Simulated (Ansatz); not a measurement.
Isolated molecules relaxed with PBE0-D4/def2-TZVP in Ansatz; ΔE leaves out vibrations. CCSD(T)/CBS is the MP2 limit (def2-TZVPP, def2-QZVPP) plus CCSD(T) − MP2 in def2-TZVPP, frozen cores. DFT in def2-TZVPP. B3LYP here is the variant with VWN-RPA as its local correlation; programs differ in this. One conformer a species, not always the lowest.

Consider the redistribution: `C[SiH2]C(F)BF` + `C[CH2][AlH][SH]` → `C[SiH2][CH2][AlH][SH]` + `CC(F)BF`.

`C[SiH2]C(F)BF`:

```xyz
13

C     0.164    0.145   -1.848
Si   -0.408   -0.893   -0.407
C     0.405   -0.281    1.219
F     0.172   -1.241    2.209
B    -0.123    1.119    1.631
F     0.174    2.155    0.854
H    -0.099    1.195   -1.706
H     1.248    0.080   -1.972
H    -0.303   -0.202   -2.772
H    -0.014   -2.318   -0.561
H    -1.886   -0.821   -0.253
H     1.486   -0.248    1.018
H    -0.817    1.310    2.587
```

`C[CH2][AlH][SH]`:

```xyz
11

C    -0.001   -0.511    1.258
C     0.630    0.579    0.395
Al    0.069    0.668   -1.477
S    -1.416   -0.735   -2.262
H     0.209   -1.510    0.866
H     0.369   -0.486    2.287
H    -1.089   -0.408    1.307
H     0.442    1.568    0.833
H     1.724    0.482    0.398
H     0.628    1.722   -2.519
H    -1.565   -1.370   -1.086
```

`C[SiH2][CH2][AlH][SH]`:

```xyz
14

C     1.159   -1.237    0.909
Si    1.028    0.564    0.413
C     0.055    0.765   -1.168
Al   -1.690   -0.094   -1.141
S    -3.015    0.217    0.570
H     0.173   -1.660    1.124
H     1.619   -1.830    0.114
H     1.769   -1.352    1.808
H     0.337    1.321    1.499
H     2.398    1.140    0.282
H    -0.089    1.839   -1.344
H     0.633    0.376   -2.014
H    -2.241   -1.053   -2.271
H    -2.137    1.004    1.218
```

`CC(F)BF`:

Z-matrix (Å, degrees):
```
C
C 1 1.517
H 1 1.092 2 110.0
H 1 1.091 2 110.3 3 -119.8
H 1 1.092 2 111.1 3 120.1
F 2 1.396 1 109.2 3 177.3
B 2 1.573 1 113.0 3 -59.5
H 2 1.101 1 108.8 3 61.3
F 7 1.323 2 117.6 1 61.6
H 7 1.197 2 124.2 1 -118.1
```

Problem. Is it downhill or uphill in electronic energy at CCSD(T)/CBS, and by how much? (Best estimate.)

Solution. Computed: Downhill: ΔE = -11.1 kcal/mol.

Problem. What do these levels give: PBE-D4, r2SCAN-D4, PBE0-D4, ωB97M-V, B2PLYP, r2SCAN, B3LYP, MP2/def2-TZVPP, HF/def2-QZVPP, MP2/def2-QZVPP, SCS-MP2/def2-QZVPP, MP2/CBS(def2)? (Estimate.)

Solution. The calculation gave: PBE-D4 -9.3, r2SCAN-D4 -10.4, PBE0-D4 -10.5, ωB97M-V -10.5, B2PLYP -10.1, r2SCAN -10.3, B3LYP -9.1, MP2/def2-TZVPP -11.6, HF/def2-QZVPP -11.4, MP2/def2-QZVPP -11.7, SCS-MP2/def2-QZVPP -11.2, MP2/CBS(def2) -11.7 kcal/mol.

Largest T1 diagnostic among the species: 0.012.

From PBE to PBE0 (25 % exact exchange), in def2-TZVPP and without D4, ΔE moves by −1.2 kcal/mol.
